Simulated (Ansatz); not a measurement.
`C[NH][Ti]([F])([F])[F]` + `[F][Al]([F])[SeH]` → `C[Se][Al]([F])[F]` + `[NH2][Ti]([F])([F])[F]`  (substitution at a C–N bond)

Isolated molecules relaxed with PBE0-D4/def2-TZVP in Ansatz; ΔE leaves out vibrations. CCSD(T)/CBS adds triple-zeta CCSD(T) − MP2 to the extrapolated MP2 energy (def2 sets, frozen cores). For Se, Ti outer-core shells are correlated without core-valence functions, which leaves a few kJ/mol of doubt a bond. Scalar relativity is left out up to krypton. Each species was taken in one conformer, which may not be the lowest.

`C[NH][Ti]([F])([F])[F]`:

Z-matrix (Å, degrees):
```
C
Ti 1 2.927
N 1 1.446 2 31.1
H 1 1.093 2 79.0 3 -180.0
H 1 1.095 2 123.2 3 76.4
H 1 1.095 2 123.2 3 -76.3
F 2 1.754 1 130.6 3 -0.0
F 2 1.764 1 94.6 3 126.3
F 2 1.764 1 94.6 3 -126.4
H 3 1.013 1 114.0 2 180.0
```

`[F][Al]([F])[SeH]`:

Cartesian coordinates in Å:
```
F -1.683 -0.713 1.232
Al -0.393 -0.446 0.262
F 0.361 -1.723 -0.433
Se 0.321 1.695 -0.096
H 1.394 1.188 -0.965
```

`C[Se][Al]([F])[F]`:

```xyz
8

C    -1.285    0.599   -0.266
Se   -0.661   -0.739    1.037
Al    1.522   -0.785    0.397
F     2.607   -1.762    1.141
F     2.040    0.176   -0.831
H    -2.036    0.126   -0.894
H    -0.463    0.961   -0.877
H    -1.724    1.422    0.293
```

`[NH2][Ti]([F])([F])[F]`:

```xyz
7

N     0.279   -1.065    0.272
Ti   -0.167    0.685   -0.149
F     1.317    1.614   -0.172
F    -0.900    0.759   -1.748
F    -1.349    1.227    1.025
H    -0.348   -1.725    0.713
H     1.168   -1.494    0.058
```

| species | CCSD(T)/CBS(def2) energy (Eh) |
| --- | --- |
| `C[NH][Ti]([F])([F])[F]` | -1243.69977 |
| `[F][Al]([F])[SeH]` | -2843.11067 |
| `C[Se][Al]([F])[F]` | -2882.36734 |
| `[NH2][Ti]([F])([F])[F]` | -1204.44931 |

Problem. Work out ΔE.

Solution. ΔE = (-2882.36734) + (-1204.44931) − (-1243.69977) − (-2843.11067) = -0.00621 Eh = -3.9 kcal/mol.

Problem. What do rigid-rotor, harmonic-oscillator terms from PBE0-D4/def2-TZVP frequencies (298.15 K, 1 bar) make of the CCSD(T)/CBS value? (Estimate.)

Solution. Ansatz gave: ΔZPE = +0.6 kcal/mol, ΔH = -2.9 kcal/mol, ΔS = 19 J/(mol·K), ΔG = -4.3 kcal/mol. Modes under 50 cm⁻¹ make the entropy rough.

Largest T1 diagnostic among the species: 0.024, so the coupled-cluster value is less sure than usual.

Leaving LDA and LC-ωPBE aside and taking each functional with its dispersion term where it has one, the values, not all of them listed here, spread over 1.1 kcal/mol, from ωB97M-V to CAM-B3LYP-D4. LDA lies +1.7 kcal/mol from PBE without D4. At CCSD(T), def2-SVP lies +5.5 kcal/mol from the extrapolated value and def2-TZVPP +0.1 kcal/mol.
